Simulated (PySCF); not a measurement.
# How methods differ on the excitation energy of Ca

Ca [Ar] 4s2 (1S) → Ca [Ar] 4s1 4p1 (3P), as a difference of total energies. All numbers are calculated (PySCF 2.14, the non-relativistic Hamiltonian (point nucleus), in dyall-av2z). Correlated levels: valence: [Ar] frozen; virtual orbitals above 40 to 60 times the deepest correlated orbital energy dropped. The calculations carry no spin-orbit coupling.

| method | excitation energy (cm⁻¹) | difference from reference (cm⁻¹) |
| --- | --- | --- |
| UHF | 8129.7 | -7133 |
| MP2 (valence) | 11997 | -3266 |
| SCS-MP2 (valence) | 13077 | -2186 |
| CCSD (valence) | 13579 | -1684 |

Reference: 15263 cm⁻¹ (measured; NIST levels, between the centres of gravity of the two terms).

These non-relativistic numbers lack the scalar-relativistic shift.

Errors of the correlated levels include the incompleteness of this basis and the frozen core.

With two correlated electrons CCSD is exact in that space.
